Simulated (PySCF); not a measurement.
## Orbital levels and atomic charges

System: C14H12BN (O, S, Se, B, Si, P-doped PAH), SMILES CB1C=C2C=C3C2=c2c1cccc2=CN3C.

Cartesian coordinates (Å):
```
  1 C    -3.7523   -1.3642   -0.0959
  2 B    -2.2052   -1.1134    0.1204
  3 C    -1.2739   -2.3081    0.5234
  4 C     0.0507   -2.0438    0.6570
  5 C     1.4911   -2.3015    0.8175
  6 C     1.7904   -0.9401    0.5337
  7 C     0.4206   -0.6652    0.3997
  8 C    -0.2047    0.4382   -0.0078
  9 C    -1.6201    0.3541   -0.1732
 10 C    -2.1798    1.5288   -0.5879
 11 C    -1.3615    2.6909   -0.8111
 12 C    -0.0096    2.7287   -0.6711
 13 C     0.6855    1.5413   -0.2595
 14 C     2.0339    1.3227   -0.1012
 15 N     2.6218    0.1067    0.2858
 16 C     4.0588   -0.0201    0.3033
 17 H    -3.9596   -1.4344   -1.1648
 18 H    -4.3667   -0.5481    0.2799
 19 H    -4.1099   -2.2868    0.3548
 20 H    -1.6658   -3.3108    0.6609
 21 H     2.0802   -3.1702    1.0310
 22 H    -3.2422    1.6257   -0.7630
 23 H    -1.8736    3.5928   -1.1211
 24 H     0.5430    3.6368   -0.8682
 25 H     2.7484    2.1132   -0.2769
 26 H     4.4435   -0.2787   -0.6888
 27 H     4.3362   -0.8097    1.0009
 28 H     4.5206    0.9148    0.6221
```

Method: wB97X-D/6-31G*, gas phase, PySCF, fitting set def2-universal-JFIT up to Ne and JKFIT beyond, grid level 1.

(1) Give the orbital energies near the gap.

(2) Give the partial charges of the non-hydrogen atoms.

Results:

(1) 
```json
{"orbital": "HOMO-4", "eV": "-9.64"}
{"orbital": "HOMO-3", "eV": "-9.41"}
{"orbital": "HOMO-2", "eV": "-9.19"}
{"orbital": "HOMO-1", "eV": "-8.05"}
{"orbital": "HOMO", "eV": "-5.95"}
{"orbital": "LUMO", "eV": "-0.38"}
{"orbital": "LUMO+1", "eV": "1.30"}
{"orbital": "LUMO+2", "eV": "2.26"}
{"orbital": "LUMO+3", "eV": "2.77"}
```

(2) 
```tsv
atom	Mulliken	IAO	Hirshfeld
C1	-0.68	-0.56	-0.18
B2	0.31	0.26	0.16
C3	-0.43	-0.34	-0.16
C4	0.19	0.07	0.01
C5	-0.33	-0.31	-0.13
C6	0.33	0.13	0.07
C7	-0.10	0.04	-0.01
C8	0.06	-0.01	-0.01
C9	0.07	-0.11	-0.06
C10	-0.27	-0.13	-0.04
C11	-0.15	-0.15	-0.05
C12	-0.22	-0.14	-0.05
C13	0.12	-0.02	-0.01
C14	-0.05	-0.09	-0.02
N15	-0.53	-0.09	0.00
C16	-0.38	-0.31	-0.03
```
